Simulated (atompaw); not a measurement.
## u(r) = r·R(r): atom against pseudo-atom (carbon)

Columns: radius, all-electron u(r) and pseudo u(r) of the 2p shell (level -5.40 eV) of carbon in the configuration [He] 2s1.75 2p2.25; PBE, scalar-relativistic, PAW (atompaw) scheme, atompaw 4.2.0.5.

| r (bohr) | all-electron | pseudo |
| --- | --- | --- |
| 0.069 | 0.0247 | 0.0058 |
| 0.138 | 0.0814 | 0.0230 |
| 0.208 | 0.1540 | 0.0514 |
| 0.277 | 0.2301 | 0.0892 |
| 0.346 | 0.3047 | 0.1351 |
| 0.415 | 0.3745 | 0.1876 |
| 0.485 | 0.4386 | 0.2456 |
| 0.554 | 0.4944 | 0.3053 |
| 0.623 | 0.5429 | 0.3656 |
| 0.692 | 0.5846 | 0.4246 |
| 0.762 | 0.6202 | 0.4811 |
| 0.831 | 0.6487 | 0.5321 |
| 0.900 | 0.6712 | 0.5773 |
| 0.969 | 0.6880 | 0.6156 |
| 1.038 | 0.6997 | 0.6466 |
| 1.108 | 0.7069 | 0.6704 |
| 1.177 | 0.7099 | 0.6866 |
| 1.246 | 0.7095 | 0.6960 |
| 1.315 | 0.7060 | 0.6992 |
| 1.385 | 0.6998 | 0.6973 |
| 1.454 | 0.6915 | 0.6911 |
| 1.523 | 0.6813 | 0.6818 |
| 1.592 | 0.6696 | 0.6701 |
| 1.662 | 0.6565 | 0.6567 |
| 1.731 | 0.6425 | 0.6425 |
| 1.800 | 0.6277 | 0.6277 |

Q: How many radial nodes do the two functions have?

A: The all-electron 2p function has n − l − 1 = 0; the pseudo-wave has 0.

Q: Is the pseudo-wave norm-conserving?

A: No, it belongs to a PAW set: the norm inside the radius is not constrained, and the difference is carried by the augmentation charge.
